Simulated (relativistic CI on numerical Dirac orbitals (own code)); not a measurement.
Transition arrays of Te9+

Method of calculation: Dirac-Coulomb-Breit CI, orbitals from a KLI potential per configuration, QED by a radiative potential, valence Slater integrals scaled by 0.9, whole transition arrays (own radial code, finite nucleus).

Configuration list (outside the closed core [Ar] 3d10 4s2): 4p⁶4d⁷, 4p⁶4d⁶4f, 4p⁵4d⁸, 4p⁶4d⁶5p, 4p⁶4d⁶5f. Levels of other configurations are missing.

All E1 lines from the levels of 4p⁶4d⁷; mean and standard deviation are weighted by gf, and upper levels are sorted by their leading configuration.

```
Upper configuration  Lines     Σgf  Mean (eV)  Mean (nm)  σ (eV)  Strongest line (nm)
           4p⁶4d⁶4f   3085  1114.3      99.20     12.499    4.22               12.485
             4p⁵4d⁸    196   102.2     103.59     11.969    3.21               11.778
           4p⁶4d⁶5p   1728    84.9      76.84     16.135    2.20               16.253
           4p⁶4d⁶5f   2825    92.7     128.93      9.617    2.41                9.410
```

Σgf per state of the lower configuration in bins of 0.2 nm over the central range (centre: value): 9.5: 0.40, 9.7: 0.21, 9.9: 0.09, 11.5: 0.07, 11.7: 0.30, 11.9: 0.55, 12.1: 1.22, 12.3: 1.97, 12.5: 4.60, 12.7: 0.75, 12.9: 0.20, 13.1: 0.10, 15.7: 0.09, 15.9: 0.12, 16.1: 0.22, 16.3: 0.21.

Problem. How do configuration mixing and the scaling of the Slater integrals move the arrays?

Solution. Slater scale 0.9, no configuration mixing: 4p⁶4d⁶4f 97.0 ± 3.8 eV (Σgf 985.9), 4p⁵4d⁸ 88.9 ± 6.7 eV (Σgf 208.7), 4p⁶4d⁶5p 76.8 ± 2.0 eV (Σgf 117.2), 4p⁶4d⁶5f 128.4 ± 2.2 eV (Σgf 0.3); Slater scale 1: 4p⁶4d⁶4f 101.1 ± 4.5 eV (Σgf 1137.9), 4p⁵4d⁸ 105.6 ± 3.3 eV (Σgf 89.2), 4p⁶4d⁶5p 77.0 ± 2.4 eV (Σgf 83.8), 4p⁶4d⁶5f 129.1 ± 2.7 eV (Σgf 110.2); Slater scale 0.8: 4p⁶4d⁶4f 97.2 ± 3.7 eV (Σgf 1070.3), 4p⁵4d⁸ 101.6 ± 3.4 eV (Σgf 128.8), 4p⁶4d⁶5p 76.7 ± 1.9 eV (Σgf 89.4), 4p⁶4d⁶5f 128.8 ± 2.2 eV (Σgf 78.7). With mixing, levels are counted to their leading configuration, so an array can shrink or vanish into another, and the sums then hold other lines.
